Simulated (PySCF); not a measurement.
```xyz
8

S     -0.8498    -1.4937    -0.9031
Si     0.1590    -0.1134     0.3858
S      2.2226    -0.6455     0.4345
S      0.0163     1.9244    -0.2554
Br    -0.5626    -0.3298     2.4929
H     -2.0223    -0.8125    -0.8858
H      2.3713    -0.4308    -0.8974
H     -1.3346     1.9013    -0.3715
```

Charge 0, multiplicity 1.

Question: Give the Mulliken and meta-Löwdin atomic charges from PBE-D3(BJ)/def2-TZVP run with PySCF.

Answer: 
| atom | Mulliken (e) | meta-Löwdin (e) |
|---|---|---|
| S1 | -0.24 | -0.26 |
| Si2 | 0.42 | 0.67 |
| S3 | -0.25 | -0.26 |
| S4 | -0.24 | -0.26 |
| Br5 | -0.17 | -0.24 |
| H6 | 0.16 | 0.11 |
| H7 | 0.17 | 0.12 |
| H8 | 0.16 | 0.11 |
